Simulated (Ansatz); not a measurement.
Cost and result for the atomization energy of `O=[CH][GaH][F]` (6 atoms, 5 bonds).

```
atom   x (Å)   y (Å)   z (Å)
  O1  -0.664  -1.061   1.607
  C2  -0.670  -0.109   0.873
 Ga3   0.607  -0.015  -0.702
  F4   0.418   1.469  -1.632
  H5  -1.382   0.730   1.056
  H6   1.691  -1.013  -1.202
```

Total charge 0; spin multiplicity 1. Correlated methods include outer-core shells of Ga, which these sets cover unevenly. Scalar relativity is left out up to krypton. Geometry: relaxed with PBE0-D4/def2-TZVP. It is one conformer, not always the lowest. Program: Ansatz. All runs use 2 threads of an Arm Neoverse V1 on a shared host. Times are those of one run each, without the atoms' runs, and a repeat can differ threefold. Electronic energies, without spin–orbit coupling; frozen cores. CCSD(T)/CBS adds CCSD(T) − MP2 in def2-TZVPP to the MP2 limit, and its time is that of the two runs behind it. T1 = 0.016. With those shells the extrapolation isn't a true limit.

CCSD(T)/CBS is a level of theory with its own doubt, some kJ/mol a heavy atom from the limit and from the frozen cores, so smaller differences don't rank the functionals.

```json
{"level": "LDA (SPW92)/def2-TZVPP", "functions": "169", "wall time": "1.2 s", "atomization (kcal/mol)": "594.8", "difference from CCSD(T)/CBS": "89.8", "per bond": "18.0"}
{"level": "revPBE-D4/def2-TZVPP", "functions": "169", "wall time": "2.1 s", "atomization (kcal/mol)": "503.7", "difference from CCSD(T)/CBS": "-1.3", "per bond": "-0.3"}
{"level": "BHLYP-D4/def2-TZVPP", "functions": "169", "wall time": "3 s", "atomization (kcal/mol)": "473.6", "difference from CCSD(T)/CBS": "-31.4", "per bond": "-6.3"}
{"level": "CAM-B3LYP-D4/def2-TZVPP", "functions": "169", "wall time": "3.5 s", "atomization (kcal/mol)": "504.7", "difference from CCSD(T)/CBS": "-0.3", "per bond": "-0.1"}
{"level": "CCSD(T)/def2-SVP", "functions": "84", "wall time": "4.5 s", "atomization (kcal/mol)": "477.3", "difference from CCSD(T)/CBS": "-27.7", "per bond": "-5.5"}
{"level": "r2SCAN-D4/def2-TZVPP (with forces)", "functions": "169", "wall time": "5.5 s", "atomization (kcal/mol)": "507.1", "difference from CCSD(T)/CBS": "2.1", "per bond": "0.4"}
{"level": "r2SCANh-D4/def2-TZVPP", "functions": "169", "wall time": "5.5 s", "atomization (kcal/mol)": "499.7", "difference from CCSD(T)/CBS": "-5.3", "per bond": "-1.1"}
{"level": "B2PLYP/def2-TZVPP", "functions": "169", "wall time": "5.5 s", "atomization (kcal/mol)": "499.2", "difference from CCSD(T)/CBS": "-5.8", "per bond": "-1.2"}
{"level": "B97M-V/def2-TZVPP", "functions": "169", "wall time": "11 s", "atomization (kcal/mol)": "504.8", "difference from CCSD(T)/CBS": "-0.2", "per bond": "0.0"}
{"level": "ωB97M-V/def2-TZVPP (with forces)", "functions": "169", "wall time": "11 s", "atomization (kcal/mol)": "503.2", "difference from CCSD(T)/CBS": "-1.8", "per bond": "-0.4"}
{"level": "MP2/def2-QZVPP", "functions": "320", "wall time": "18 s", "atomization (kcal/mol)": "519.4", "difference from CCSD(T)/CBS": "14.4", "per bond": "2.9"}
{"level": "CCSD(T)/def2-TZVPP", "functions": "169", "wall time": "78 s", "atomization (kcal/mol)": "492.9", "difference from CCSD(T)/CBS": "-12.1", "per bond": "-2.4"}
{"level": "CCSD(T)/CBS(def2)", "functions": "–", "wall time": "96 s", "atomization (kcal/mol)": "505.0", "difference from CCSD(T)/CBS": "0.0", "per bond": "0.0"}
```

From PBE to PBE0 (25 % exact exchange), in def2-TZVPP and without D4, the atomization energy moves by −20.0 kcal/mol: exact exchange takes away binding that semilocal exchange gives to molecules. In def2-TZVPP, CCSD(T) changes the Hartree–Fock value by +153.3 kcal/mol (the triples alone add +11.3 kcal/mol) and MP2 by +172.5 kcal/mol; breaking electron pairs costs correlation energy, which Hartree–Fock lacks. The D4 term adds +3.6 kcal/mol with B3LYP and +1.9 kcal/mol with PBE0; it sums over pairs of atoms, weighted by their polarisabilities, and B3LYP, whose exchange is more repulsive, gets the larger term.

B3LYP here is the variant with VWN-RPA as its local correlation; programs differ in this.
